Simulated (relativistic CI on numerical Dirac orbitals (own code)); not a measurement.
## Os6+: N6,7 absorption edge

Computed with this model: Dirac-Coulomb-Breit CI, KLI orbitals optimised for each configuration, model QED (radiative potential, 1s self-energy scaled to tabulated hydrogen-like ionisation energies), multiplet model of core-to-valence dipole absorption, unscaled Slater integrals; configurations [Xe] 4f14 5d2 → [Xe] 4f13 5d3; 80 K; Lorentzian 0.3 eV and Gaussian 0.3 eV FWHM. Energies are those of the free ion, without screening or charge transfer. The branching ratio is the share of the lower-energy edge in the whole absorption, uncertain by about 0.02 where the edges overlap. S is read from ⟨S²⟩ = S(S + 1).

free ion: ground-state S = 0.94, centroid 59.17 eV. Peaks (eV, height): 55.6 (7), 56.5 (11), 58.4 (51), 59.1 (100), 60.0 (68), 60.8 (37).

Strongest unbroadened transitions for free ion:

```
Energy (eV)  Relative strength
      57.30               20.4
      57.55               11.6
      57.85               13.3
      57.97               29.3
      58.26               25.0
      58.36               32.5
      58.52               17.5
      58.90               42.6
      58.97               14.8
      59.01               70.3
      59.17               37.7
      59.33               88.7
      59.72               17.1
      60.03              100.0
      60.66               19.3
      60.80               38.6
      61.07               11.6
      61.42               10.1
```
